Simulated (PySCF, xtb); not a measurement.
NbF4, SMILES [F][Nb]([F])([F])[F] (connectivity only; charge and spin as stated), neutral, multiplicity 2.

Harmonic wavenumbers (cm⁻¹) from GFN2-xTB in xtb 6.7.1 at its own minimum, in rising order: 127, 157, 180, 180, 243, 429, 482, 523, 523.

**Question.** What does PBE-D3(BJ)/def2-SVP (PySCF) give at its own minimum? (Estimate from the structure and the level; the computed values follow.)

**Answer.** 153, 158, 158, 173, 205, 666, 676, 717, 717. Paired by order, the mean absolute difference is 101 cm⁻¹ and the zero-point energies are 4.1 and 5.2 kcal/mol.
